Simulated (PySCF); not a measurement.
Electron correlation in Nd (neodymium, neutral)

Starting occupation: [Xe] 4f4 6s2, 4f5/2 with m_j = -1/2, +1/2, +3/2, +5/2. Calculation: PySCF 2.14, in x2c-SVPall-2c with one added diffuse shell each of s, p, d, f type (8s11p10d4f1g, 128 functions); X2C-1e with screened-nucleus spin-orbit coupling, Gaussian nucleus. Frozen: [Ar] 3d10; 32 electrons correlated; the 16 highest virtual spinors left out.

MP2 pair energies summed by pair of shells (mhartree):

| pair | energy | share (%) |
| --- | --- | --- |
| 4d-4d | -215.96 | 25.5 |
| 5p-5p | -116.35 | 13.7 |
| 4d-5p | -109.45 | 12.9 |
| 4d-4p | -71.22 | 8.4 |
| 4f-5p | -63.82 | 7.5 |
| 4d-4f | -54.75 | 6.5 |
| 5p-5s | -29.22 | 3.5 |
| 5p-6s | -28.76 | 3.4 |
| 4p-4p | -24.30 | 2.9 |
| 4d-5s | -21.04 | 2.5 |
| 4f-4f | -20.57 | 2.4 |
| 6s-6s | -16.82 | 2.0 |
| 4f-4p | -16.24 | 1.9 |
| 4p-5p | -10.70 | 1.3 |
| 4d-4s | -8.07 | 1.0 |
| 4f-6s | -6.07 | 0.7 |
| 4p-5s | -5.72 | 0.7 |
| 4f-5s | -5.44 | 0.6 |
| 5s-5s | -5.39 | 0.6 |
| 4p-4s | -4.81 | 0.6 |
| 4d-6s | -4.71 | 0.6 |
| 4s-4s | -1.63 | 0.2 |
| 5s-6s | -1.51 | 0.2 |
| 4f-4s | -1.43 | 0.2 |
| 4s-5p | -1.22 | 0.1 |
| 4s-5s | -0.54 | 0.1 |
| 4p-6s | -0.44 | 0.1 |
| 4s-6s | -0.04 | 0.0 |

Total MP2 correlation energy: -846.22 mhartree.

The GHF reference relaxed away from the jj start to a determinant that is no pure jj level (⟨S²⟩ = 6.00, ⟨J²⟩ = 23.43); the energies belong to that determinant.

This basis was not built for core-valence correlation, so the inner-shell part is incomplete.
